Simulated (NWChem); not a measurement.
Molecule: CH₄FNO₂Si; SMILES N[Si]1(F)OCO1

```xyz
10

N     -1.2323     1.5085     0.0000
Si     0.0003     0.3577     0.0000
F      1.3589     1.2043     0.0000
O     -0.0289    -0.9005     1.1085
C      0.0093    -1.8177     0.0000
O     -0.0289    -0.9005    -1.1085
H     -1.0528     2.5026     0.0000
H     -2.2146     1.2731     0.0000
H      0.9378    -2.3983     0.0000
H     -0.8705    -2.4697     0.0000
```
Atoms are numbered in this order, from 1.

Program: NWChem. The geometry was optimised at B3LYP/6-31G* (spherical d). B3LYP is NWChem's, with the RPA form of VWN correlation. Vertical excitations in the gas phase.

What does the run give for B3LYP/def2-SVP, TDA? Quantities: lowest excitation, singlet (eV); lowest state with f > 0.02, singlet (eV); orbital gap (eV).

The lowest excitation, singlet (eV) comes out as 7.53 and the lowest state with f > 0.02, singlet (eV) is 7.53. The orbital gap (eV) is 8.70.
